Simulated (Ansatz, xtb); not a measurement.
## Ranking isomers of C8H7N

3 gas-phase structures of C8H7N, from a drawn sample of its isomers (lower ones may exist). Each was relaxed with GFN2-xTB:

A. `Cc1cccc(C#N)c1`, a singlet
B. `Cc1ccccc1C#N`, a singlet
C. `Cc1ccc(C#N)cc1`, a singlet

Q: Make a reasoned guess at their ranking by r2SCAN-D4/def2-SVP single-point energy.

A: Calculated order at r2SCAN-D4/def2-SVP: B (0.0), C (0.8), A (1.1) kcal/mol. Less than 1 kcal/mol parts B and C; C and A, so the order within those pairs means little.

Energies above the lowest of each column, in kcal/mol; the last columns are at B3LYP-D3(BJ)/def2-SVP geometries:

| structure | GFN2-xTB | HF/STO-3G | r2SCAN-D4/def2-SVP | B3LYP-D3(BJ)/def2-SVP | CCSD(T)/def2-SVP + ΔMP2/def2-TZVPP |
| --- | --- | --- | --- | --- | --- |
| B | 0.0 | 0.0 | 0.0 | 0.0 | 0.0 |
| C | 0.1 | 0.0 | 0.8 | 0.8 | 0.7 |
| A | 0.3 | 0.3 | 1.1 | 1.0 | 0.9 |

Every level run on B puts it lowest or level with the lowest. ΔMP2 is the change of the MP2 energy from the smaller to the larger basis.

Programs: Ansatz 0.2.0, xtb 6.7.1.
